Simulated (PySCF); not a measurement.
A survey of ¹⁹F NMR shifts

Computed data (PySCF 2.14.0 with density-fitted response routines): PBE0/pcSseg-1 with gauge-including orbitals, geometry: GFN2-xTB. In vacuum, equivalent nuclei averaged, non-relativistic Hamiltonian, single conformer.

Shieldings were converted by a linear fit to measured shifts: ¹⁹F: δ = 146.13 − 0.903σ +14.6 on sp3 carbon (rms 6.0 ppm, 223 shifts, 7.0 ppm with the 5 outliers that the fit left out vs CFCl3, solution or neat liquid). A few per cent of atoms miss by over 2 rms, more outside the fitted compound classes.

**Question.** Give the ¹⁹F shifts of `O=CCOCC(F)=C(F)F`, `O=CCOCC(F)=C(F)F`, `O=CCOCC(F)=C(F)F`, `C[C@@H]1OC(=O)[C@H]1C(F)(F)F`, `O=C(O)/C=C\CC(F)(F)F`.

**Answer.** 
```csv
compound,environment,δ (ppm)
[O:1]=[CH:2][CH2:3][O:4][CH2:5][C:6]([F:7])=[C:8]([F:9])[F:10],F9: vinylic fluorine,-100.0
[O:1]=[CH:2][CH2:3][O:4][CH2:5][C:6]([F:7])=[C:8]([F:9])[F:10],F10: vinylic fluorine,-114.9
[O:1]=[CH:2][CH2:3][O:4][CH2:5][C:6]([F:7])=[C:8]([F:9])[F:10],F7: vinylic fluorine,-172.0
[O:1]=[CH:2][CH2:3][O:4][CH2:5][C:6]([F:7])=[C:8]([F:9])[F:10],F9: vinylic fluorine,-100.0
[O:1]=[CH:2][CH2:3][O:4][CH2:5][C:6]([F:7])=[C:8]([F:9])[F:10],F10: vinylic fluorine,-114.9
[O:1]=[CH:2][CH2:3][O:4][CH2:5][C:6]([F:7])=[C:8]([F:9])[F:10],F7: vinylic fluorine,-172.0
[O:1]=[CH:2][CH2:3][O:4][CH2:5][C:6]([F:7])=[C:8]([F:9])[F:10],F9: vinylic fluorine,-100.0
[O:1]=[CH:2][CH2:3][O:4][CH2:5][C:6]([F:7])=[C:8]([F:9])[F:10],F10: vinylic fluorine,-114.9
[O:1]=[CH:2][CH2:3][O:4][CH2:5][C:6]([F:7])=[C:8]([F:9])[F:10],F7: vinylic fluorine,-172.0
C[C@@H]1OC(=O)[C@H]1C(F)(F)F,fluorine of a CF3 group (×3),-68.7
O=C(O)/C=C\CC(F)(F)F,fluorine of a CF3 group (×3),-66.5
```

**Question.** Order these by ¹⁹F shift, lowest first.
A. N#C[Si@@H]1[SiH2]CC[C@@H]1F
B. C/C=C(Cl)\C=C(/C)F
C. C=CCC(=C)[C@@H](F)Cl
D. C=CC(=C)[C@@H](Cl)CF
E. C=C(OC(F)(F)F)C(C)=O
F. C[C@@H]1OC(=O)[C@H]1C(F)(F)F

**Answer.** A (-209.0 ppm, fluorine on an sp3 carbon), D (-198.0 ppm, fluorine on an sp3 carbon), C (-145.3 ppm, fluorine on an sp3 carbon), B (-79.7 ppm, vinylic fluorine), F (-68.7 ppm, fluorine of a CF3 group), E (-59.7 ppm, fluorine of an OCF3 group).
